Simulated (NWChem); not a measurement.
Atomisation of FIn

```
In
F 1 1.9962
```
Charge 0, spin multiplicity 1.

Everything below was run with NWChem. Structure: optimised with PBE0/def2-SVP with def2 effective core potentials on In, a minimum by its harmonic frequencies.

Basis set: def2-TZVP. The atomisation energy is electronic alone: no zero-point, thermal, spin-orbit or counterpoise terms. No value is extrapolated to the basis-set limit. Free atoms are single determinants with multiplicities In 2, F 2. Correlated methods freeze the same cores in atoms and molecule, 5 orbitals in all.

The cost column gives rough processor time relative to HF; each entry includes its own SCF. Costs are the molecule's.

Effective core potentials replace the inner electrons of In; spin-orbit coupling is left out. B3LYP has NWChem's definition, with VWN1-RPA local correlation. GW and range-separated runs recompute their integrals, the others keep them in memory, which bears on the times. The structure started from a generated list of species. The stability of the SCF solutions was not checked. Open-shell Hartree-Fock references start from PBE0 orbitals; any time given for them includes that run. Coupled-cluster values serve here as a point of comparison, not as the truth.

```tsv
method	atomisation energy (kcal/mol)	relative cost
PBE	133.3	under 3
LDA (SVWN5)	___	under 3
LC-wPBE (omega 0.3 per bohr)	___	20
MP2	132.3	under 3
BLYP	131.6	under 3
r2SCAN	128.8	under 3
PBE0	124.8	under 3
CCSD(T)	124.6	10
HF	84.1	1
B3LYP	127.1	under 3
```

Question: What belongs in the gaps?

Answer: 
- LDA (SVWN5), atomisation energy (kcal/mol): 152.0
- LC-wPBE (omega 0.3 per bohr), atomisation energy (kcal/mol): 130.4
